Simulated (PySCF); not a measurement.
Compound: C₈H₁₅P.
SMILES with atom numbers: `[CH2:1]=[P@:2]12[CH2:3][CH2:4][CH2:5][C@H:6]1[CH2:7][CH2:8][CH2:9]2`

Structure used (GFN2-xTB), in Å, numbered top down from 1:
```xyz
24
C8H15P angstrom
C      0.3900    2.6530    0.6800
P      0.1572    1.0587    0.1389
C     -1.3201    0.9872   -0.9516
C     -1.8578   -0.4382   -0.9027
C     -1.6428   -0.9544    0.5229
C     -0.1977   -0.6582    0.9093
C      0.8341   -1.6086    0.3027
C      2.0896   -0.7913   -0.0039
C      1.6404    0.4546   -0.7619
H      1.3035    2.7489    1.2631
H     -0.4762    3.0257    1.2223
H     -1.0548    1.3173   -1.9581
H     -2.0397    1.7028   -0.5458
H     -2.9140   -0.4743   -1.1747
H     -1.3114   -1.0678   -1.6077
H     -1.8659   -2.0206    0.5969
H     -2.3134   -0.4173    1.1988
H     -0.0833   -0.6229    1.9977
H      1.0616   -2.4339    0.9798
H      0.4494   -2.0322   -0.6265
H      2.8124   -1.3746   -0.5771
H      2.5605   -0.4905    0.9353
H      1.3725    0.2139   -1.7944
H      2.3940    1.2425   -0.7729
```

Definitions: NICS(0) = −σiso at the ring centroid; NICS(1) = −σiso and NICS(1)zz = −σzz at ±1 Å along the ring normal z. Level: GIAO PBE0/pcSseg-1 (PySCF, non-relativistic, gas phase) on the GFN2-xTB geometry, one conformer.

Ring bond lengths (Å), with Mayer bond orders in brackets: P2–C3 1.838 (0.95), C3–C4 1.524 (1.01), C4–C5 1.531 (1.01), C5–C6 1.525 (1.02), C6–P2 1.915 (0.75); P2–C6 1.915 (0.75), C6–C7 1.528 (0.96), C7–C8 1.529 (1.03), C8–C9 1.526 (1.03), C9–P2 1.837 (0.94).

Problem. Give the NICS values of each ring in ppm.

Solution. 
```
          ring                                             type  NICS(0)  NICS(1), two faces  NICS(1)zz, two faces  rms pucker (Å)  centre to ring atoms, mean (Å)
P2–C3–C4–C5–C6  5-membered ring with P; formal bonds all single     -6.0         -3.9 / -4.7           -3.2 / -2.6            0.19                            1.39
P2–C6–C7–C8–C9  5-membered ring with P; formal bonds all single     -5.3         -3.4 / -4.5           -2.0 / -1.1            0.20                            1.39
```

Problem. What can be read from them?

Solution. 
- P2–C3–C4–C5–C6: mean NICS(1)zz -2.9 ppm, near zero. P2, C3, C4, C5, C6 have four or more neighbours, so the value isn't read as a sign of a π ring current.
- P2–C6–C7–C8–C9: mean NICS(1)zz -1.6 ppm, near zero. P2, C6, C7, C8, C9 have four or more neighbours, so the value isn't read as a sign of a π ring current.

Problem. What is the mean of the two in-plane components of NICS at the first NICS(1) probe listed for ring P2–C6–C7–C8–C9, 1 Å off the ring?

Solution. The isotropic value is a third of the trace: (3 × -3.4 − (-2.0))/2 = -4.1 ppm.

Problem. Give the inner angles of the rings and the Hirshfeld charges of the ring atoms.

Solution. 
- P2–C3–C4–C5–C6: P2 93.1° (+0.356 e), C3 107.5° (-0.109 e), C4 107.2° (-0.071 e), C5 107.7° (-0.073 e), C6 104.4° (-0.076 e); sum 519.9° against 540° for a flat convex ring.
- P2–C6–C7–C8–C9: P2 93.0° (+0.356 e), C6 105.8° (-0.076 e), C7 107.5° (-0.072 e), C8 107.1° (-0.070 e), C9 105.2° (-0.107 e); sum 518.7° against 540° for a flat convex ring.

Hardware: Arm Neoverse V1, one thread, no GPU (shared host). Cost: 61 s wall, 0.99 GiB resident at most. This is the whole shielding run at PBE0/pcSseg-1, SCF included.
